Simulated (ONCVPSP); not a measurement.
Logarithmic derivatives: platinum, ONCV

- Element: Pt (Z = 78)
- Generator: ONCVPSP 4.0.1
- Type: optimised norm-conserving Vanderbilt (ONCV)
- Functional: LDA (Perdew-Wang 92)
- Relativity: scalar-relativistic
- Frozen core: [Kr] 4d10 4f14
- Valence charge: 18
- Reference configuration: 5s2 5p6 5d9 (charge +1)
- Partial waves: 5s: rc 1.40 bohr, ncon 4, nbas 8, qcut 7.1 1/bohr, 1 projector; 5p: rc 1.75 bohr, ncon 4, nbas 7, qcut 8 1/bohr, 2 projectors, debl 3.5 Ha; 5d: rc 1.95 bohr, ncon 4, nbas 8, qcut 7.8 1/bohr, 1 projector
- Local potential: polynomial inside 1.15 bohr (lpopt 5, dvloc0 6 Ha)
- Core correction: polynomial model core, fcfact 0.6

The phase is arctan(r·R′/R) of the radial function R(r), unwrapped; energies in Ha, scanned from -6 to 5 Ha. A pole is an energy at which the radial function vanishes at the test radius. The pseudo phase is shifted by a multiple of π to meet the all-electron one at the reference energy, and phase errors are pseudo minus all-electron; the curves can meet again beyond the range given. Levels narrower than the energy grid can be missing from the lists of poles.

```csv
channel,radius (bohr),reference energy (Ha),"poles, all-electron","poles, pseudo",unbroken range about the reference energy with phases within 0.05 rad,phase error 1 Ha above the reference energy (rad)
s,1.42,-4.06,-3.14,"-3.15, 4.65",below -0.1,-0.001
p,1.78,-2.37,-1.97,-1.97,the whole range,-0.000
d,1.98,-0.54,0.17,0.16,below 1.8,-0.002
```

Phases in the s channel:

```
E (Ha)  all-electron  pseudo
 -5.96         0.947   0.944
 -5.40         0.560   0.554
 -4.84        -0.464  -0.470
 -4.28        -1.194  -1.194
 -3.72        -1.447  -1.447
 -3.16        -1.568  -1.569
 -2.60        -1.645  -1.648
 -2.04        -1.705  -1.710
 -1.48        -1.759  -1.769
 -0.92        -1.816  -1.835
 -0.36        -1.882  -1.918
  0.20        -1.967  -2.042
  0.76        -2.090  -2.265
  1.32        -2.288  -2.744
  1.88        -2.637  -3.566
  2.44        -3.191  -4.129
  3.00        -3.736  -4.390
  3.56        -4.073  -4.533
  4.12        -4.263  -4.632
  4.68        -4.379  -4.716
```
